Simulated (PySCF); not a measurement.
acetone (C₃H₆O), SMILES C(C)(C)=O. Heavy atoms are numbered as in [CH3:1][C:2]([CH3:3])=[O:4]. Hydrogens are named by the atom that carries them.

Geometry: B3LYP-D3(BJ)/def2-TZVP.

Level of theory: HF/def2-TZVP run with PySCF.

ESP charges are fitted to the potential on shells at 1.4 to 2.0 van der Waals radii. Atomic charges (e), one atom of each kind:

```tsv
atom	meta-Löwdin	Löwdin	ESP fit	Mulliken
C1 (CH3)	-0.34	-0.25	___	-0.32
C2	0.48	-0.32	___	0.35
O4	-0.51	0.06	___	-0.45
H on C1	0.13	0.13	___	0.13
```

Q: Complete the blanks. (The exact figures need the calculation; the answer reports its results.)

A: 
- C1 (CH3), ESP fit: -0.65
- C2, ESP fit: 0.88
- O4, ESP fit: -0.62
- H on C1, ESP fit: 0.18

Computed Mayer and Wiberg (Löwdin basis) orders of the bonds:
| bond | Mayer | Wiberg |
|---|---|---|
| C1–C2 | 0.96 | 1.23 |
| C2–C3 | 0.96 | 1.23 |
| C2–O4 | 1.96 | 2.65 |
